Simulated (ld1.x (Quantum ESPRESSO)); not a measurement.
**Which change was made? (Mn, ultrasoft)**

manganese, ultrasoft, made with ld1.x (Quantum ESPRESSO) 7.5 (LDA (PZ), scalar-relativistic). Core [Ne], reference 3s2 3p6 3d5 4s1 4p0 (charge +1). Waves: 3s (bound): rcut 1.25, rcutus 1.50 bohr; 4s (bound): rcut 1.25, rcutus 1.50 bohr; 3p (bound): rcut 1.30, rcutus 1.55 bohr; 4p (bound, empty): rcut 1.30, rcutus 1.55 bohr; 3d (bound): rcut 1.40, rcutus 1.60 bohr; 3d channel at 0.55 Ry: rcut 1.40, rcutus 1.60 bohr. Local part: all-electron potential smoothed inside 1.15 bohr (lloc = -1). Core correction: Bessel-smoothed model core inside 0.95 bohr. Augmentation charge: PSQ, inside the norm-conserving radii.

Cutoffs, loose and tight: the cutoffs (Ry, on a coarse ladder) from which the occupation-weighted sum of valence levels, in a spherical-Bessel basis at the reference potential, stays within 10 and 1 mRy of its value at 400 Ry. They do not see the model core or the augmentation charge, which bear on the density cutoff. Test errors are all-electron minus pseudo excitation energies from the reference, over the configurations 3s2 3p6 3d5 4s2 4p0; 3s2 3p6 3d5 4s0 4p0; 3s2 3p6 3d4 4s0 4p0; 3s2 3p6 3d5 4s0 4p2; 3s2 3p6 3d4 4s2 4p0; 3s2 3p6 3d5 4s1.5 4p0; 3s2 3p6 3d6 4s0 4p0 (two spin-polarised tests are not counted in the largest error); variants that change the core or the reference have their own tests. The largest error is taken over the tests solved by every variant that gives reliable tests at all, those not shown here included: 3s2 3p6 3d4 4s0 4p0; 3s2 3p6 3d4 4s2 4p0; 3s2 3p6 3d5 4s0 4p0; 3s2 3p6 3d5 4s1.5 4p0; 3s2 3p6 3d5 4s2 4p0; 3s2 3p6 3d6 4s0 4p0.

The base gives: outcome: generated, overlap not positive; bound ghosts: not determined (overlap not positive); largest test error (meV): -130.

After one change the result is: outcome: generated, overlap not positive; bound ghosts: not determined (overlap not positive); largest test error (meV): -170. Which change was it?
A. reference 3s2 3p6 3d5 4s1.5 4p0.5
B. local potential all-electron potential smoothed inside 1.25 bohr (lloc = -1)
C. waves 3p (bound): rcut 1.30, rcutus 2.08 bohr; 4p (bound): rcut 1.30, rcutus 2.08 bohr
D. local potential all-electron potential smoothed inside 1.46 bohr (lloc = -1)

A. The others give: local potential all-electron potential smoothed inside 1.46 bohr (lloc = -1) → outcome: generated, overlap not positive; bound ghosts: not determined (overlap not positive); largest test error (meV): +51 | waves 3p (bound): rcut 1.30, rcutus 2.08 bohr; 4p (bound): rcut 1.30, rcutus 2.08 bohr → outcome: generated; cutoff, loose: 40 Ry; cutoff, tight: 70 Ry; bound ghosts: none; largest test error (meV): +42 | local potential all-electron potential smoothed inside 1.25 bohr (lloc = -1) → outcome: generated, overlap not positive; bound ghosts: not determined (overlap not positive); largest test error (meV): +85. A file whose overlap is not positive is unfit for use, and its test errors describe a broken file.
